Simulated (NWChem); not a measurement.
System: CH$_{5}$ClFNSi; SMILES F[Si](N)(C)Cl

Here is an NWChem input.

```
start job
memory heap 200 mb stack 900 mb global 1100 mb
geometry units angstroms noautosym nocenter noautoz
  C      1.629808     1.085775     0.456693
  Si    -0.004871     0.302492     0.040167
  N     -1.229200     0.755495     1.144821
  F     -0.354917     0.665873    -1.497766
  Cl     0.102607    -1.767915     0.101940
  H      1.966969     0.774821     1.450248
  H      1.548300     2.179549     0.448169
  H      2.394525     0.802889    -0.273792
  H     -2.093603     0.230036     1.196189
  H     -1.373648     1.732984     1.369711
end
basis spherical
  * library def2-svpd
end
dft
  xc xpbe96 cpbe96
  iterations 150
end
property
  response 1 0.0
end
task dft property
```

All runs use the structure optimised with B3LYP/6-31G* (spherical d).

Static field.

What results follow from this input? (PBE/def2-SVPD.) Quantities: isotropic polarisability (bohr³); anisotropy (bohr³).

isotropic polarisability (bohr³): 61.3
anisotropy (bohr³): 11.6
